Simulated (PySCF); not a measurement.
# Bonding in AlMe3

AlMe3, C3H9Al.
Geometry (PBE0-D3(BJ)/def2-SVP, Å), atoms numbered from 1 in this order:
```
atom  x, y, z in Å
Al1    0.0038   -0.0053   -0.0014
C2     1.9664   -0.0396   -0.0329
H3     2.3925   -1.0533   -0.0931
H4     2.3801    0.4421    0.8711
H5     2.3566    0.5409   -0.8874
C6    -0.9466    1.7123    0.0045
H7    -1.5660    1.8138    0.9136
H8    -1.6502    1.7781   -0.8442
H9    -0.2832    2.5902   -0.0435
C10   -1.0101   -1.6860    0.0296
H11   -2.1022   -1.5422    0.0452
H12   -0.7416   -2.2946    0.9111
H13   -0.7689   -2.3084   -0.8504
```

Bond orders from the PBE0/pcSseg-1 (pcSseg-2 on Al) density (PySCF). Isolated species at its PBE0-D3(BJ)/def2-SVP geometry, gas phase.

Set the Mayer orders of the bonds beside their lengths.

```
   bond  length (Å)  Mayer order
 Al1–C2       1.963        0.930
 Al1–C6       1.963        0.929
Al1–C10       1.963        0.930
  C2–H3       1.101        0.952
  C2–H4       1.105        0.951
  C2–H5       1.104        0.951
  C6–H7       1.105        0.951
  C6–H8       1.104        0.951
  C6–H9       1.101        0.952
C10–H11       1.102        0.952
C10–H12       1.104        0.951
C10–H13       1.104        0.951
```

Sum the orders of all bonds at each heavy atom with more than one neighbour.

Al1 2.789, C2 3.784, C6 3.783, C10 3.784. Orders between atoms that aren't bonded are not in these sums.

For a closed shell the Mayer order of atoms A and B is Σ (PS)μν (PS)νμ over the basis functions μ on A and ν on B, with P the density and S the overlap matrix.
